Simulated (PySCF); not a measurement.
# Lu⁵⁹⁺: ionisation energy

Lu⁵⁹⁺ [Ne] 3s2 (1S) → Lu⁶⁰⁺ [Ne] 3s1 (2S), as a difference of total energies. Calculation: PySCF 2.14, in an even-tempered Gaussian basis (17 s from 16 bohr⁻², ratio 2.5; 12 p from 21 bohr⁻², ratio 2.5; 4 d from 77 bohr⁻², ratio 2.7; 4 f from 110 bohr⁻², ratio 2.7); the spin-free X2C one-electron Hamiltonian (Gaussian nucleus). Correlated levels: outer shells: 1s2 frozen; virtual orbitals above 40 to 60 times the deepest correlated orbital energy dropped. The calculations carry no spin-orbit coupling.

```csv
method,ionisation energy (eV)
UHF,6329.5
MP2 (outer shells),6332.9
SCS-MP2 (outer shells),6333.3
CCSD (outer shells),6333.3
CCSD(T) (outer shells),6333.3
```

Task: How much does correlation contribute at CCSD(T) (outer shells)?

Result: 6333.3 − (6329.5) = 3.8 eV, measured against UHF.

Breit and QED terms and the two-electron picture change are absent.

For comparison: 6326 ± 7 eV (theoretical estimate listed by NIST; NIST Atomic Spectra Database, ionization energies).
